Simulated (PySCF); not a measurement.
**Peak assignment**

Molfile (atoms numbered from 1):
```
C5H14N2OSi
     RDKit          3D

 23 22  0  0  0  0  0  0  0  0999 V2000
    2.2650   -0.2988    1.0994 C   0  0  0  0  0  0  0  0  0  0  0  0
    1.4796    0.2368    0.0191 N   0  0  0  0  0  0  0  0  0  0  0  0
    1.9952   -0.1445   -1.2741 C   0  0  0  0  0  0  0  0  0  0  0  0
   -0.1063    0.8548    0.2477 Si  0  0  0  0  0  4  0  0  0  0  0  0
   -0.3626    2.1161   -1.1696 C   0  0  0  0  0  0  0  0  0  0  0  0
   -1.4181    2.4462   -1.6490 O   0  0  0  0  0  0  0  0  0  0  0  0
   -1.3559   -0.3255    0.1688 N   0  0  0  0  0  0  0  0  0  0  0  0
   -2.7317   -0.0039   -0.1466 C   0  0  0  0  0  0  0  0  0  0  0  0
   -1.2422   -1.5722    0.8928 C   0  0  0  0  0  0  0  0  0  0  0  0
    2.2772   -1.3961    1.0873 H   0  0  0  0  0  0  0  0  0  0  0  0
    1.8574    0.0323    2.0498 H   0  0  0  0  0  0  0  0  0  0  0  0
    3.2996    0.0487    1.0189 H   0  0  0  0  0  0  0  0  0  0  0  0
    2.0112   -1.2339   -1.3951 H   0  0  0  0  0  0  0  0  0  0  0  0
    1.3754    0.2796   -2.0595 H   0  0  0  0  0  0  0  0  0  0  0  0
    3.0196    0.2243   -1.3901 H   0  0  0  0  0  0  0  0  0  0  0  0
   -0.0173    1.6276    1.5016 H   0  0  0  0  0  0  0  0  0  0  0  0
    0.5611    2.6193   -1.5317 H   0  0  0  0  0  0  0  0  0  0  0  0
   -2.7714    0.9177   -0.7176 H   0  0  0  0  0  0  0  0  0  0  0  0
   -3.3314    0.1157    0.7624 H   0  0  0  0  0  0  0  0  0  0  0  0
   -3.1685   -0.8098   -0.7423 H   0  0  0  0  0  0  0  0  0  0  0  0
   -0.1951   -1.8070    1.0586 H   0  0  0  0  0  0  0  0  0  0  0  0
   -1.7458   -1.5213    1.8650 H   0  0  0  0  0  0  0  0  0  0  0  0
   -1.6998   -2.3791    0.3142 H   0  0  0  0  0  0  0  0  0  0  0  0
  1  2  1  0
  2  3  1  0
  2  4  1  0
  4  5  1  0
  5  6  2  0
  4  7  1  0
  7  8  1  0
  7  9  1  0
  1 10  1  0
  1 11  1  0
  1 12  1  0
  3 13  1  0
  3 14  1  0
  3 15  1  0
  4 16  1  0
  5 17  1  0
  8 18  1  0
  8 19  1  0
  8 20  1  0
  9 21  1  0
  9 22  1  0
  9 23  1  0
M  END
```

[PySCF 2.14.0 with density-fitted response routines: structure optimised with GFN2-xTB; PBE0/pcSseg-1 with gauge-including orbitals; one conformer; non-relativistic Hamiltonian; rapidly exchanging positions averaged; in vacuum]

Scale: TMS for ¹³C and ¹H (reference shieldings calculated alike).

Q: Assign these signals to the numbered atoms. ¹³C{¹H} NMR (computed): δ 250.7, 40.3.

A: 
| δ (ppm) | atoms | environment | reason |
| --- | --- | --- | --- |
| 250.7 | C5 | carbonyl carbon | – |
| 40.3 | C1/C3/C8/C9 | methyl carbon bonded to N | pulled downfield by the heteroatom |

Q: Assign these signals to the numbered atoms. ¹H NMR (600 MHz, computed): δ 12.18 (d, 1H), 4.81 (d, 1H), 2.75 (s, 12H).

A: 
| δ (ppm) | atoms | environment | reason |
| --- | --- | --- | --- |
| 12.18 | H17 | hydrogen on a carbonyl carbon | – |
| 4.81 | H16 | hydrogen on a silicon bonded to C, 2 N | – |
| 2.75 | H10/H11/H12/H13/H14/H15/H18/H19/H20/H21/H22/H23 | hydrogen on a methyl carbon bonded to N | its carbon carries N, an electronegative neighbour |

Shifts are as computed. Against solution values, carbons near 30 ppm lie about +3 ppm off and those near 130 ppm about +5 ppm. Of 1309 compounds with measured shifts, 239 miss one by over three times the rms of a fit or turn the order of signals round; such compounds aren't used in these exercises. No couplings were computed; multiplicities are counted from neighbouring protons, with m where these are inequivalent, close in shift, in a saturated or five-membered ring or joined by F or P, and br s for small geminal =CH2 splittings.
